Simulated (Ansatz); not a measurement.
Spectroscopic constants of InF, closed-shell singlet (the spin of the measured ground state). No spin–orbit coupling.

```tsv
level	bond energy D_e (eV)
SVWN5/def2-TZVPP	6.595
PBE/def2-TZVPP	5.787
r2SCAN/def2-TZVPP	5.586
B97M-V/def2-TZVPP	5.645
B3LYP/def2-TZVPP	5.513
PBE0/def2-TZVPP	5.412
BHLYP/def2-TZVPP	5.097
CAM-B3LYP/def2-TZVPP	5.596
wB97X-V/def2-TZVPP	5.615
wB97M-V/def2-TZVPP	5.550
B2PLYP/def2-TZVPP	5.550
CCSD/def2-TZVPP	5.258
CCSD/def2-QZVPP	5.435
CCSD(T)/def2-TZVPP	5.408
CCSD(T)/def2-QZVPP	5.606
CCSD(T)/CBS(def2-TZVPP, def2-QZVPP)	5.719
```

The rows run from 5.097 (BHLYP/def2-TZVPP) to 6.595 eV (SVWN5/def2-TZVPP). From def2-TZVPP to def2-QZVPP CCSD(T) changes by 0.198. The 11 functionals in def2-TZVPP without D3 or D4 span 1.498, from BHLYP to SVWN5.

D_e counts from the fitted minimum to each atom's lowest state at the same level, without counterpoise. The singlet is restricted.

Correlated levels freeze the inner cores; with def2 sets outer-core shells near the valence are correlated too. CBS(a, b) extrapolates the correlation energy as X⁻³ and adds the Hartree–Fock energy of set b.

Codes used: Ansatz (a quantum-chemistry and plane-wave program) with Gaussian orbitals.  In def2 rows elements past Kr take small-core potentials, without spin–orbit coupling.
